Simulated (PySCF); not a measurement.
Level of theory: PySCF with PBE-D3(BJ)/def2-TZVP // BP86-D3(BJ)/def2-SVP. All species are isolated molecules in the gas phase. One relaxed conformer stands for a flexible species; it need not be the lowest. 

Reference species: [Sc(Cl)(NH2)2] (neutral, multiplicity 1).

- coordination number: 3
- charge on the central atom (Mulliken): 1.15 e

Changed species: [Sc(Cl)2(NH2)] (1 of 3 Cl replaced by NH2; the reference has 2 of 3 Cl replaced by NH2).

Task: Predict the effect on the coordination number and charge on the central atom (Mulliken).

Result: the coordination number is nearly the same; the charge on the central atom (Mulliken) decreases by 0.07 e, to 1.08 e.
